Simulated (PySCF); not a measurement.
SMILES F[Si](F)(F)[SiH2]O[SiH3] (H5F3OSi3), GFN2-xTB optimised geometry.

```
12

F      1.65     1.14    -2.27
Si     1.54     0.89    -0.69
F      0.79     2.22    -0.23
F      3.03     1.18    -0.22
Si     0.78    -1.14     0.00
O     -0.83    -1.14     0.00
Si    -2.41    -0.75     0.00
H      1.19    -2.22    -0.91
H      1.21    -1.44     1.37
H     -2.51     0.63    -0.48
H     -2.85    -0.89     1.39
H     -3.03    -1.71    -0.90
```

Density from PBE0/def2-TZVP run with PySCF 2.14.0 at that geometry.

Minimum of the electron density along straight lines between bonded atoms, close to the bond critical point (lines longer than 1.1 times the sum of covalent radii, or with two minima, are not listed):

| bond | length / Å | ρ at the minimum / e bohr⁻³ | ∇²ρ there / e bohr⁻⁵ | position (fraction from the first atom) |
|---|---|---|---|---|
| F1–Si2 | 1.595 | 0.141 | 1.01 | 0.58 |
| Si2–F3 | 1.596 | 0.141 | 1.01 | 0.42 |
| Si2–F4 | 1.595 | 0.141 | 1.01 | 0.42 |
| Si2–Si5 | 2.272 | 0.104 | -0.08 | 0.65 |
| Si5–O6 | 1.611 | 0.142 | 0.97 | 0.42 |
| O6–Si7 | 1.632 | 0.134 | 0.89 | 0.59 |
| Si5–H8 | 1.466 | 0.126 | 0.17 | 0.49 |
| Si5–H9 | 1.467 | 0.126 | 0.17 | 0.49 |
| Si7–H10 | 1.461 | 0.128 | 0.18 | 0.49 |
| Si7–H11 | 1.461 | 0.128 | 0.18 | 0.49 |
| Si7–H12 | 1.460 | 0.128 | 0.18 | 0.49 |
